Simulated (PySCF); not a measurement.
CrFO2, charge +1, multiplicity 1. Atoms are numbered in the order given.

```xyz
4

Cr     0.0529     0.2581     0.0000
O      0.7797    -0.2652     1.2102
O      0.7797    -0.2652    -1.2102
F     -1.5274    -0.2169     0.0000
```
Charge +1, spin multiplicity 1.

Coordinates come from a PBE0-D3(BJ)/def2-SVP optimisation. The spin state was assumed, not searched. The isomer is the one that the SMILES or the coordinates give; other isomers of the formula were not compared.

Method: M06-2X/def2-TZVPD run with PySCF.

Symmetry labels are those of the subgroup Cs that the program uses (full group Cs).

Computed valence orbital energies around the gap with their symmetry:
```csv
orbital,symmetry,energy (eV)
HOMO−7,A",-23.61
HOMO−6,A',-23.06
HOMO−5,A",-22.73
HOMO−4,A',-22.64
HOMO−3,A",-20.80
HOMO−2,A',-20.69
HOMO−1,A',-20.54
HOMO,A",-19.39
LUMO,A',-11.72
LUMO+1,A',-10.98
LUMO+2,A",-10.46
LUMO+3,A',-8.62
```
